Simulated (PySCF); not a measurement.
# C: excitation energy

C [He] 2s2 2p2 (3P) → C [He] 2s1 2p2 3s1 (5P), as a difference of total energies. Computed with PySCF 2.14 in aug-cc-pVQZ, with no relativity, point nucleus. Correlated levels: valence: 1s2 frozen. The calculations carry no spin-orbit coupling.

```json
{"method": "UHF", "excitation energy (cm⁻¹)": "88891"}
{"method": "LDA", "excitation energy (cm⁻¹)": "103000"}
{"method": "PBE", "excitation energy (cm⁻¹)": "102040"}
{"method": "PBE0", "excitation energy (cm⁻¹)": "101570"}
{"method": "r2SCAN", "excitation energy (cm⁻¹)": "100070"}
{"method": "HSE06", "excitation energy (cm⁻¹)": "101490"}
{"method": "wB97M-V", "excitation energy (cm⁻¹)": "104790"}
{"method": "B2PLYP", "excitation energy (cm⁻¹)": "105450"}
{"method": "wB97X", "excitation energy (cm⁻¹)": "102800"}
{"method": "MP2 (valence)", "excitation energy (cm⁻¹)": "101120"}
{"method": "SCS-MP2 (valence)", "excitation energy (cm⁻¹)": "104190"}
```

The upper state lies above the first ionisation limit, but in LS coupling its spin forbids autoionisation to the ground ion. A Rydberg-like electron needs more diffuse functions than a valence basis has.

The promoted electron is Rydberg-like, and one or two diffuse shells describe it only roughly, which tends to raise the upper state.
